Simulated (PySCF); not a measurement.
Compound: (OH)2Ti(OSiH2)2O (singlet state).
Geometry (PBE0-D3(BJ)/def2-SVP, Å), atoms numbered from 1 in this order:
```xyz
14
H6O5Si2Ti angstrom
Ti     0.576   -1.258   -0.141
O      1.905   -1.589   -1.261
O      0.108   -2.732    0.739
O     -0.838   -0.543   -0.992
Si    -1.661    0.899   -0.878
O     -0.910    1.823    0.281
Si     0.355    1.573    1.332
O      0.999    0.078    0.993
H      2.374   -1.170   -1.986
H      0.509   -3.606    0.768
H     -1.595    1.613   -2.181
H     -3.067    0.642   -0.468
H     -0.155    1.601    2.728
H      1.381    2.626    1.110
```

The calculation used PySCF, PBE0-D3(BJ)/def2-SVP geometry optimisation, gas phase.

(1) Which atoms are bound to Ti1, and at what distances?

(2) List the angles at Ti1.

(3) What is the shape at Ti1?

(4) What are the other bond lengths?

(5) Give some angles away from the centre.

(6) What are the rotational constants (commonest isotopes, rigid rotor)?

Results:

(1) 4 atoms: O2 1.769 Å, O3 1.779 Å, O4 1.798 Å, O8 1.803 Å. The nearest atom not counted as bound is H10, at 2.52 Å.

(2) 
```csv
angle,degrees,distance of the outer atoms (Å)
O2–Ti1–O4,111.4,2.95
O3–Ti1–O8,111.4,2.96
O2–Ti1–O8,111.1,2.95
O3–Ti1–O4,110.9,2.95
O2–Ti1–O3,110.8,2.92
O4–Ti1–O8,100.8,2.77
```

(3) Distorted tetrahedral: angles from 100.8° to 111.4°; τ4 = (360° − α − β)/141° = 0.97 with α and β the two widest (0 for a square, 1 for a tetrahedron). The Ti–O distances aren't all alike: 1.769 to 1.803 Å.

(4) O2–H9, O3–H10 0.961 Å; O4–Si5, Si7–O8 1.663 Å; Si5–O6, O6–Si7 1.662 Å; Si5–H11 and 3 like bonds 1.487 Å.

(5) Ti1–O4–Si5 134.5°, O4–Si5–O6 107.8°, Si5–O6–Si7 134.5°, Ti1–O8–Si7 134.7°.

(6) A = 1707, B = 896.2, C = 727.6 MHz: an asymmetric top.

Point group: near Cs, missed by 0.21 Å at most; the miss may be what the optimiser left on a soft mode. Charge 0, singlet. No PBE0-D3(BJ)/def2-SVP frequencies stand behind this structure, so it isn't proved a minimum.
